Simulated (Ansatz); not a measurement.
Compare A (`N=C([SiH3])S`) with its isomer B (`CS[Si]N`).

Program: Ansatz. Geometries: PBE0-D4/def2-TZVP. ΔE: electronic, gas phase. CCSD(T)/CBS adds triple-zeta CCSD(T) − MP2 to the extrapolated MP2 energy (def2 sets, frozen cores). DFT in def2-TZVPP. B3LYP here is the variant with VWN-RPA as its local correlation; programs differ in this. One conformer a species, not always the lowest.

Task: Which is lower in electronic energy at CCSD(T)/CBS, and by how much? (Estimate.)

Result: Ansatz gave: B, by 174.8 kJ/mol.

Task: Give E(B) − E(A) in kJ/mol with B2PLYP, BLYP-D4, B3LYP, B3LYP-D4, CCSD(T)/def2-TZVPP, r2SCAN-D4, PBE-D4. (Best estimate.)

Result: The calculation gave: B2PLYP -170.1, BLYP-D4 -160.9, B3LYP -169.6, B3LYP-D4 -169.1, CCSD(T)/def2-TZVPP -167.4, r2SCAN-D4 -166.2, PBE-D4 -170.3. None reverses the order clearly.

Task: Does the order hold for the free energy at 298.15 K (harmonic terms from PBE0-D4)? (Estimate.)

Result: Ansatz gave: Yes: G(B) − G(A) = -145.8 kJ/mol, for one conformer each. Modes under 60 cm⁻¹, often nearly free rotors, make the harmonic entropy too high.

Largest T1 diagnostic: 0.014.

From BLYP to BHLYP (50 % exact exchange), in def2-TZVPP and without D4, E(B) − E(A) moves by −14.0 kJ/mol. Leaving LDA and LC-ωPBE aside and taking each functional with its dispersion term where it has one, the values, not all of them listed here, spread over 22.6 kJ/mol, from ωB97M-V to BLYP-D4. LDA lies −11.0 kJ/mol from PBE without D4.
